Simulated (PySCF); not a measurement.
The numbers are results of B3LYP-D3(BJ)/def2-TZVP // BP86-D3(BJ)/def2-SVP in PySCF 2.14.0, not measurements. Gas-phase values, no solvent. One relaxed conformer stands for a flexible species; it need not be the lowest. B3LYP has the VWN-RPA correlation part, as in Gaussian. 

Reference species: [Hf(OH)(NH2)3] (neutral, multiplicity 1).

```
Property               Result
-------------------  --------
coordination number         4
LUMO                 -0.18 eV
```

Changed species: [Hf(OH)4] (0 of 4 OH replaced by NH2; the reference has 3 of 4 OH replaced by NH2).

**Question.** Give the shifts of the coordination number and LUMO.

**Answer.** the coordination number is nearly the same; the LUMO decreases by 0.05 eV, to -0.23 eV.
